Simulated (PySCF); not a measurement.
**Electronic absorption of C6H17NSi**

Species: C6H17NSi.
SMILES: `CN([SiH3])CC(C)(C)C`

Theory: TDDFT CAM-B3LYP/def2-SVPD, vertical, gas phase, core orbitals frozen in the response in PySCF. Isolated species at its PBE0-D3(BJ)/def2-SVP geometry (one conformer only). Torsions of this conformer, `[CH3:1][N:2]([SiH3:3])[CH2:4][C:5]([CH3:6])([CH3:7])[CH3:8]`: C1–N2–C4–C5 92°, N2–C4–C5–C6 -57°.

Predict the UV-vis stick spectrum at this level.

| state | E (eV) | λ (nm) | ν̃ (cm⁻¹) | f | main configurations (H = HOMO, L = LUMO) |
| --- | --- | --- | --- | --- | --- |
| S1 | 5.81 | 213.4 | 46870 | 0.0080 | H→L (63%), H→L+2 (18%), H→L+1 (13%) |
| S2 | 6.37 | 194.5 | 51410 | 0.038 | H→L+1 (57%), H→L (24%), H→L+3 (9%) |
| S3 | 6.70 | 185.2 | 54000 | 0.0033 | H→L+5 (39%), H→L+2 (21%), H→L+3 (11%) |
| S4 | 6.93 | 178.9 | 55880 | 0.0015 | H→L+3 (43%), H→L+1 (17%), H→L+6 (16%) |
| S5 | 7.04 | 176.1 | 56800 | 0.038 | H→L+4 (48%), H→L+3 (16%), H→L+6 (10%) |
| S6 | 7.15 | 173.4 | 57660 | 0.013 | H→L+2 (33%), H→L+5 (22%), H→L+7 (14%) |
| S7 | 7.33 | 169.1 | 59120 | 0.0069 | H→L+6 (35%), H→L+4 (19%), H→L+5 (12%) |
| S8 | 7.69 | 161.2 | 62030 | 0.0069 | H→L+9 (34%), H→L+10 (16%), H→L+7 (11%) |
| S9 | 7.95 | 156.0 | 64090 | 0.011 | H→L+7 (44%), H→L+8 (14%) |
| S10 | 8.07 | 153.6 | 65090 | 0.018 | H→L+8 (36%), H→L+11 (20%), H→L+9 (8%) |

Triplets (Tamm–Dancoff): T1 5.64 eV, H→L (44%), H→L+1 (26%), H→L+2 (19%); T2 6.09 eV, H→L+1 (41%), H→L (39%); T3 6.53 eV, H→L+5 (45%), H→L+3 (16%), H→L+4 (14%); T4 6.70 eV, H→L+6 (35%), H→L+2 (17%), H→L+4 (14%).

The lowest singlet lies at 5.81 eV (213 nm, ultraviolet) and is weak; its leading configuration is HOMO→LUMO (63%). The largest oscillator strength of a single state is 0.038. Löwdin shares by element: HOMO nitrogen 50%, carbon 16% or more, silicon 8% (atoms not listed hold the other 26%); LUMO carbon 21% or more, silicon 18% (atoms not listed hold the other 61%). The listed states span 2.26 eV, and the widest gap between neighbours is 0.56 eV (S1 to S2). Of the 10 states listed, 5 reach f = 0.01 and none stays under 0.0005. Weighted by f, the mean energy of these states is 7.04 eV. The vertical ionisation energy (ΔSCF) is 8.10 eV, 0.03 eV above S10. The window holds the lowest 10 singlets.

The run took 3.3 min on Arm Neoverse V1, one thread, shared host, and the process peaked at 1.6 GiB of memory.

Without π bonds the low states are Rydberg-like; a valence basis with one diffuse set may place them up to an eV too high.
